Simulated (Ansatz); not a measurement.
One change: `NBC(N)[SiH3]` becomes `COC(N)[SiH3]`.

Ansatz, PBE0-D4/def2-TZVP geometries, multiplicity 1. Each molecule was computed in one conformer, which needn't be the lowest.

```
                                      property  `NBC(N)[SiH3]`
          HOMO–LUMO gap (PBE0/def2-TZVPP) / eV            6.82
             HOMO energy (PBE/def2-TZVPP) / eV           -5.24
size of the dipole moment (PBE/def2-TZVPP) / D            2.53
           HOMO–LUMO gap (PBE/def2-TZVPP) / eV            4.47
       HOMO–LUMO gap (ωB97M-V/def2-TZVPP) / eV           10.96
         HOMO energy (ωB97M-V/def2-TZVPP) / eV           -9.03
```

(1) Give the same properties after the change, and the shifts. (Estimate.)

## Answers

(1) The calculation gave: 
| property | `COC(N)[SiH3]` | shift |
| --- | --- | --- |
| HOMO–LUMO gap (PBE0/def2-TZVPP) / eV | 7.59 | 0.77 |
| HOMO energy (PBE/def2-TZVPP) / eV | -5.69 | -0.45 |
| size of the dipole moment (PBE/def2-TZVPP) / D | 1.64 | -0.89 |
| HOMO–LUMO gap (PBE/def2-TZVPP) / eV | 5.42 | 0.95 |
| HOMO–LUMO gap (ωB97M-V/def2-TZVPP) / eV | 11.41 | 0.45 |
| HOMO energy (ωB97M-V/def2-TZVPP) / eV | -9.34 | -0.31 |

With PBE0 the HOMO falls by 0.37 eV and the LUMO rises by 0.40 eV, so the gap widens by about 0.77 eV. PBE moves the HOMO by -0.45 eV and ωB97M-V by -0.31 eV. Dipoles are sizes alone; their direction can turn.
